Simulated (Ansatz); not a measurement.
Reaction (cleavage of the Ge–Si bond): `[AlH2][SiH2][GeH3]` + CH₃NH₂ → `C[NH][GeH3]` + `[AlH2][SiH3]`

Isolated molecules relaxed with PBE0-D4/def2-TZVP in Ansatz; ΔE leaves out vibrations. CBS: MP2 limit from def2 TZ/QZ plus the TZ coupled-cluster correction, frozen cores. This one scheme is used for every species. DFT in def2-TZVPP. For Ge outer-core shells are correlated without core-valence functions, which leaves a few kJ/mol of doubt a bond. Scalar relativity is left out up to krypton.

```csv
level,ΔE (kcal/mol)
B2PLYP,6.3
CCSD/def2-SVP,4.9
CCSD(T)/def2-SVP,5.0
SCS-MP2/def2-QZVPP,4.8
```

Problem. What does CCSD(T)/CBS give? (Best estimate.)

Solution. Computed: +7.0 kcal/mol. The listed levels differ from it by -0.7, -2.1, -2.0, -2.2 kcal/mol.

Largest T1 diagnostic among the species: 0.012.

In def2-TZVPP, CCSD(T) changes the Hartree–Fock value by +2.7 kcal/mol (the triples alone add +0.3 kcal/mol) and MP2 by +2.0 kcal/mol. Leaving LDA and LC-ωPBE aside and taking each functional with its dispersion term where it has one, the values, not all of them listed here, spread over 4.0 kcal/mol, from CAM-B3LYP-D4 to PBE-D4. From BLYP to BHLYP (50 % exact exchange), in def2-TZVPP and without D4, ΔE moves by −1.4 kcal/mol.
